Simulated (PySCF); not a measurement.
## Dipole moment and polarisability across levels of theory

Compound: C₃H₉B.
InChI=1S/C3H9B/c1-3(2)4/h3H,4H2,1-2H3

PySCF, dipoles from the SCF density, polarisabilities from static response with core orbitals frozen. One conformer (not necessarily the lowest) at the PBE0-D3(BJ)/def2-SVP geometry, without solvent, vibrations or thermal averaging.

The anisotropy is √(½[(α1 − α2)² + (α2 − α3)² + (α3 − α1)²]).

| level | μ (D) | α (Å³) | anisotropy (Å³) |
| --- | --- | --- | --- |
| LDA/def2-SVPD | 0.818 | 8.47 | 1.96 |
| PBE/def2-SVPD | 0.774 | 8.30 | 1.91 |
| B3LYP/def2-SVPD | 0.681 | 8.05 | 1.73 |
| PBE0/def2-SVPD | 0.704 | 7.98 | 1.73 |
| BHandHLYP/def2-SVPD | 0.614 | 7.75 | 1.57 |
| CAM-B3LYP/def2-SVPD | 0.661 | 7.93 | 1.63 |
| wB97X-D/def2-SVPD | 0.660 | 7.93 | 1.62 |
| LC-wPBE/def2-SVPD | 0.672 | 7.72 | 1.54 |
| HF/def2-SVPD | 0.542 | 7.47 | 1.38 |
| PBE0/6-31G* | 0.695 | 6.68 | 1.72 |
| PBE0/6-31+G* | 0.690 | 7.41 | 1.86 |
| PBE0/def2-SVP | 0.716 | 7.00 | 1.78 |
| PBE0/aug-cc-pVDZ | 0.690 | 8.16 | 1.82 |
| PBE0/def2-TZVP | 0.701 | 7.81 | 1.83 |
| PBE0/def2-TZVPD | 0.693 | 8.12 | 1.80 |

The dipole runs from 0.54 D (HF/def2-SVPD) to 0.82 D (LDA/def2-SVPD). No reference polarisability is at hand; against PBE0 in the largest diffuse basis at hand (def2-TZVPD) the other PBE0 rows deviate by 6-31G* -18%, 6-31+G* -9%, def2-SVP -14%, def2-SVPD -2%, aug-cc-pVDZ 0%, def2-TZVP -4%. In one basis (def2-SVPD) the functionals order the polarisability from HF (lowest) to LDA (highest), a spread of 13%. With PBE0 the polarisability is 7.16 Å³ without diffuse functions (mean of 6-31G*, def2-SVP and def2-TZVP) and 7.92 Å³ with them (mean of 6-31+G*, def2-SVPD, aug-cc-pVDZ and def2-TZVPD).
